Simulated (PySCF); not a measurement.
# `F/C=C(/CF)[SiH]1SCCS1`: 4 charge schemes on one density

Species: C5H8F2S2Si.
Numbering: `[F:1]/[CH:2]=[C:3](/[CH2:4][F:5])[SiH:6]1[S:7][CH2:8][CH2:9][S:10]1` (hydrogens: H11 on C2; H12, H13 on C4; H14 on Si6; H15, H16 on C8; H17, H18 on C9)

Structure used (GFN2-xTB), in Å, numbered top down from 1:
```
atom  x, y, z in Å
F1     2.2001   -2.6940   -1.0369
C2     2.5425   -1.5562   -0.4157
C3     1.6370   -0.6485   -0.0936
C4     2.0295    0.6187    0.5992
F5     3.3721    0.6694    0.8676
Si6   -0.1762   -0.9101   -0.5218
S7    -1.3785   -0.5992    1.2303
C8    -2.6849    0.2967    0.3251
C9    -2.0856    1.3697   -0.5513
S10   -0.9301    0.6638   -1.7823
H11    3.6052   -1.4974   -0.2273
H12    1.5076    0.7101    1.5598
H13    1.7983    1.4895   -0.0273
H14   -0.4657   -2.1933   -1.1365
H15   -3.2484   -0.4272   -0.2630
H16   -3.3356    0.7352    1.0808
H17   -1.5360    2.0992    0.0438
H18   -2.8601    1.8800   -1.1226
```

Density: PBE0/pcSseg-1 (PySCF); schemes: Mulliken, IAO, Hirshfeld and ESP-fitted. Geometry: GFN2-xTB, one conformer, isolated molecule.

Tabulate the Mulliken, IAO, Hirshfeld and ESP-fitted charges.

In e:

| atom | environment | Mulliken | IAO | Hirshfeld | ESP-fitted |
| --- | --- | --- | --- | --- | --- |
| F1 | vinyl fluorine | -0.271 | -0.265 | -0.072 | -0.156 |
| C2 | vinylic C–F carbon | +0.336 | +0.168 | +0.050 | +0.062 |
| C3 | fully substituted alkene carbon | -0.697 | -0.364 | -0.135 | -0.167 |
| C4 | sp3 C–F carbon | +0.298 | +0.052 | +0.022 | +0.096 |
| F5 | alkyl fluorine | -0.335 | -0.323 | -0.108 | -0.237 |
| Si6 | SiH silicon | +0.761 | +0.746 | +0.302 | +0.530 |
| S7 | sulfur bonded to C and Si | -0.253 | -0.188 | -0.086 | -0.269 |
| C8 | sp3 carbon bound to sulfur | -0.331 | -0.331 | -0.069 | -0.302 |
| C9 | sp3 carbon bound to sulfur | -0.303 | -0.329 | -0.071 | -0.183 |
| S10 | sulfur bonded to C and Si | -0.261 | -0.197 | -0.095 | -0.286 |
| H11 | vinylic hydrogen | +0.112 | +0.171 | +0.061 | +0.156 |
| H12 | methylene hydrogen | +0.130 | +0.154 | +0.040 | +0.082 |
| H13 | methylene hydrogen | +0.130 | +0.154 | +0.043 | +0.071 |
| H14 | Si–H hydrogen | -0.005 | -0.104 | -0.072 | -0.072 |
| H15 | methylene hydrogen | +0.177 | +0.158 | +0.043 | +0.157 |
| H16 | methylene hydrogen | +0.172 | +0.171 | +0.055 | +0.211 |
| H17 | methylene hydrogen | +0.169 | +0.157 | +0.039 | +0.130 |
| H18 | methylene hydrogen | +0.171 | +0.170 | +0.053 | +0.176 |

Mean size of the charges over all atoms: Mulliken 0.273 e, IAO 0.233 e, ESP-fitted 0.186 e, Hirshfeld 0.079 e. Each set sums to the total charge, 0, to within 0.001 e. The Hirshfeld scheme weights the molecular density at each point by an atom's share of the summed free-atom densities.

Lowest charge. The schemes don't all agree: Mulliken C3 (-0.697); IAO C3 (-0.364); Hirshfeld C3 (-0.135); ESP-fitted C8 (-0.302).

Highest charge. All schemes agree: Mulliken Si6 (+0.761); IAO Si6 (+0.746); Hirshfeld Si6 (+0.302); ESP-fitted Si6 (+0.530).

Sum the charges by element, for elements with more than one atom.

| element | atoms | Mulliken | IAO | Hirshfeld | ESP-fitted |
| --- | --- | --- | --- | --- | --- |
| F | 2 | -0.607 | -0.589 | -0.180 | -0.393 |
| C | 5 | -0.696 | -0.804 | -0.203 | -0.494 |
| S | 2 | -0.514 | -0.384 | -0.181 | -0.554 |
| H | 8 | +1.056 | +1.031 | +0.262 | +0.911 |

How many electrons does the ESP-fitted scheme count on F5?

Z − q = 9 − (-0.237) = 9.237.

How closely do the schemes follow one another over all atoms?

Correlation coefficient and root-mean-square difference: IAO with Hirshfeld 0.97, 0.182 e; IAO with ESP-fitted 0.95, 0.097 e; Mulliken with IAO 0.95, 0.112 e; Hirshfeld with ESP-fitted 0.94, 0.127 e; Mulliken with Hirshfeld 0.93, 0.240 e; Mulliken with ESP-fitted 0.89, 0.168 e.

The run behind these numbers computed NMR shieldings as well. Hardware: an Arm Neoverse V2 with one thread, shared host with 96 logical CPUs at a one-minute load of 31. Cost: 51 s wall, 0.96 GiB resident at most.
